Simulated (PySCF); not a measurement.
B3LYP has the VWN-RPA correlation part, as in Gaussian. Excitations are Tamm–Dancoff values on a coarser integration grid. The basis has no diffuse functions, so Rydberg states are missing or too high.

Z-matrix (Å, degrees):
```
Si
O 1 1.6416
H 2 0.9591 1 116.65
H 1 1.4809 2 104.70 3 -172.23
H 1 1.4908 4 109.70 2 122.11
S 1 2.1306 4 113.87 5 118.69
C 6 1.8166 1 100.02 4 -91.62
H 7 1.0892 6 111.19 1 74.26
H 7 1.0893 8 108.86 6 -117.26
H 7 1.0897 8 109.89 9 -119.39
```
Charge 0, spin multiplicity 1.

Problem. Predict the LUMO, S1 excitation (TDA), T1 excitation (TDA), dipole moment, S1 oscillator strength, S1–T1 gap (TDA), total energy and HOMO from B3LYP-D3(BJ)/def2-TZVP // PBE0-D4/def2-TZVP (PySCF).

Solution. 
| Item | Value |
|---|---|
| LUMO | -0.39 eV |
| S1 excitation (TDA) | 5.25 eV |
| T1 excitation (TDA) | 4.89 eV |
| dipole moment | 1.96 D |
| S1 oscillator strength | 0.006 |
| S1–T1 gap (TDA) | 0.36 eV |
| total energy | -21900.32 eV |
| HOMO | -6.77 eV |
